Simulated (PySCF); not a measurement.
Species: C3H7AlO.
Atom-mapped SMILES: `[CH2:1]=[CH:2][AlH:3][O:4][CH3:5]` (hydrogens: H6, H7 on C1; H8 on C2; H9 on Al3; H10, H11, H12 on C5)

Jobs on this species (12 atoms, 46 electrons) with PySCF (density fitting). Hardware of each: one thread of an Arm Neoverse V1 (shared host). Other jobs ran on the host; a repeat could differ by tens of per cent or more. Peak memory is the resident size of the whole Python process, interpreter and libraries included.

Question: Rank these jobs by wall time, shortest first.
A. PBE0/cc-pVTZ; shieldings, charges and field gradients; 252 basis functions
B. PBE0/6-31G; shieldings, charges and field gradients; 63 basis functions
C. KT2/pcSseg-2; shieldings; 285 basis functions

Answer: B (5.0 s), A (28 s), C (46 s).

All jobs:

```json
{"level and settings": "PBE0/pcSseg-0", "work": "shieldings, charges and field gradients", "basis functions": "63", "SCF cycles": "13", "wall time": "4.5 s", "peak memory": "0.40 GiB"}
{"level and settings": "PBE0/6-31G", "work": "shieldings, charges and field gradients", "basis functions": "63", "SCF cycles": "13", "wall time": "5.0 s", "peak memory": "0.50 GiB"}
{"level and settings": "B3LYP/6-31G*", "work": "spin–spin couplings from 10 perturbed nuclei, spin–dipole term left out", "basis functions": "88", "SCF cycles": "14", "wall time": "6.9 s", "peak memory": "0.48 GiB"}
{"level and settings": "PBE0/def2-SVP", "work": "shieldings, charges and field gradients", "basis functions": "109", "SCF cycles": "13", "wall time": "7.6 s", "peak memory": "0.53 GiB"}
{"level and settings": "B3LYP/def2-TZVP", "work": "spin–spin couplings from 10 perturbed nuclei, spin–dipole term left out", "basis functions": "203", "SCF cycles": "14", "wall time": "22 s", "peak memory": "0.82 GiB"}
{"level and settings": "PBE0/cc-pVTZ", "work": "shieldings, charges and field gradients", "basis functions": "252", "SCF cycles": "14", "wall time": "28 s", "peak memory": "1.1 GiB"}
{"level and settings": "OPBE/pcSseg-2", "work": "shieldings", "basis functions": "285", "SCF cycles": "16", "wall time": "45 s", "peak memory": "0.85 GiB"}
{"level and settings": "KT2/pcSseg-2", "work": "shieldings", "basis functions": "285", "SCF cycles": "17", "wall time": "46 s", "peak memory": "0.85 GiB"}
{"level and settings": "CAM-B3LYP/pcSseg-2", "work": "shieldings", "basis functions": "285", "SCF cycles": "13", "wall time": "47 s", "peak memory": "1.3 GiB"}
```

What do all jobs in the table cost together?

About 3.5 min; the longest takes about 22 % of that, and about 10 times as long as the shortest.
